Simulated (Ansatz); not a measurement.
`FC[NH][AlH2]` at its PBE0-D4/def2-TZVP geometry, where that method's forces vanish. Charge 0, multiplicity 1.

```xyz
9

F     1.1943    0.7037    1.6601
C     0.3639    1.0240    0.5801
N     0.3978    0.0319   -0.4185
Al   -0.7660   -1.3025   -0.6213
H     0.7149    1.9955    0.2186
H    -0.6464    1.1210    0.9872
H     1.2428    0.0707   -0.9705
H    -0.4570   -2.3720   -1.7433
H    -2.0443   -1.2722    0.3077
```

What forces (eV/Å) does r2SCAN-D4/def2-TZVPP give on these atoms in Ansatz 0.2.0? (Estimate.)

Ansatz gave: 
```
F1   0.233 -0.096  0.289
C2  -0.235  0.261 -0.154
N3  -0.027 -0.154 -0.114
Al4 -0.047 -0.057 -0.011
H5   0.007  0.006  0.001
H6  -0.004 -0.006  0.001
H7   0.048  0.015 -0.015
H8  -0.003  0.025  0.020
H9   0.029  0.005 -0.016
```
